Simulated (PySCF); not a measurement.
Species: C7H5NS.
Bonds: C1–C2 (aromatic), C2–C3 (aromatic), C3–C4 (aromatic), C4–S5 (aromatic), S5–C6 (aromatic), C6–N7 (aromatic), N7–C8 (aromatic), C8–C9 (aromatic), C1–C9 (aromatic), C4–C8 (aromatic). Hydrogens: H10 on C1; H11 on C2; H12 on C3; H13 on C6; H14 on C9.

A GFN2-xTB structure was refined with PySCF, B3LYP/def2-SV(P) geometry optimisation, gas phase. Its GFN2-xTB values:

```csv
coordinate,GFN2-xTB
C1–C2,1.394 Å
C1–C9,1.378 Å
C1–H10,1.080 Å
C2–C3,1.381 Å
C2–H11,1.080 Å
C3–C4,1.385 Å
C3–H12,1.079 Å
C4–S5,1.739 Å
C4–C8,1.414 Å
S5–C6,1.752 Å
C6–N7,1.272 Å
C6–H13,1.073 Å
N7–C8,1.366 Å
C8–C9,1.392 Å
C9–H14,1.078 Å
C1–C9–C8,118.8°
C2–C1–C9,121.1°
C3–C4–S5,129.2°
C4–S5–C6,87.8°
C4–C8–N7,114.3°
S5–C4–C8,109.5°
C6–N7–C8,111.7°
N7–C8–C9,126.1°
```

Q: How do these coordinates change at the B3LYP/def2-SV(P) level?

A: 
```tsv
coordinate	B3LYP/def2-SV(P) (Å or °)	change
C6–H13	1.095	+0.022
N7–C8	1.384	+0.018
C6–N7	1.289	+0.017
C3–C4	1.401	+0.016
C1–C2	1.410	+0.016
C9–H14	1.093	+0.015
C2–H11	1.094	+0.014
C3–H12	1.093	+0.014
C1–H10	1.094	+0.014
C8–C9	1.406	+0.014
C1–C9	1.391	+0.013
C2–C3	1.394	+0.013
S5–C6	1.764	+0.012
C4–S5	1.750	+0.011
C4–C8	1.421	+0.007
C6–N7–C8	110.8	-0.9
C4–C8–N7	115.1	+0.8
N7–C8–C9	125.4	-0.7
C4–S5–C6	88.3	+0.5
S5–C4–C8	109.1	-0.4
C1–C9–C8	119.1	+0.3
C3–C4–S5	129.5	+0.3
C2–C1–C9	120.8	-0.3
```

The energy falls by 7.5 kJ/mol over 5 energy and gradient evaluations, the largest force component goes from 0.0240 to 2.6e-04 Eh/bohr, and the atoms move by 0.027 Å rms after alignment. The bond that changes most is C6–H13 (aromatic CH next to a ring nitrogen to aromatic hydrogen), which lengthens by 0.022 Å. Bonds longer at the end by more than 0.005 Å: 15 of 15; shorter: 0. Rotational constants go from 3214, 1353, 952.1 to 3156, 1328, 934.5 MHz.

The run used 140 basis functions and 35 SCF cycles in all.

B3LYP/def2-SV(P) frequencies: not computed here.
